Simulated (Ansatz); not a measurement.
Reaction (formal exchange of groups at a Ga–Si bond): `[F][GaH][SiH3]` + `BF` → `F[BH][GaH][F]` + SiH₄

Gas-phase electronic energies from Ansatz, PBE0-D4/def2-TZVP geometries. CBS: MP2 limit from def2 TZ/QZ plus the TZ coupled-cluster correction, frozen cores. This one scheme is used for every species. Functionals use def2-TZVPP. For Ga outer-core shells are correlated without core-valence functions, which leaves a few kJ/mol of doubt a bond. Scalar relativity is left out up to krypton. Each species was taken in one conformer, which may not be the lowest.

```
             level  ΔE (kJ/mol)
       LDA (SPW92)         41.2
           ωB97X-V         40.4
            r2SCAN         43.2
    MP2/def2-TZVPP         43.1
SCS-MP2/def2-TZVPP         41.0
   CCSD/def2-TZVPP         41.5
    MP2/def2-QZVPP         43.9
      HF/CBS(def2)         42.1
```

What does CCSD(T)/CBS give? (Best estimate.)

Ansatz gave: +42.9 kJ/mol. The listed levels differ from it by -1.7, -2.5, 0.3, 0.2, -1.9, -1.4, 1.0, -0.8 kJ/mol.

Largest T1 diagnostic among the species: 0.015.

From BLYP to BHLYP (50 % exact exchange), in def2-TZVPP and without D4, ΔE moves by +3.2 kJ/mol. Leaving LDA and LC-ωPBE aside and taking each functional with its dispersion term where it has one, the values, not all of them listed here, spread over 5.1 kJ/mol, from CAM-B3LYP-D4 to HSE06-D4.
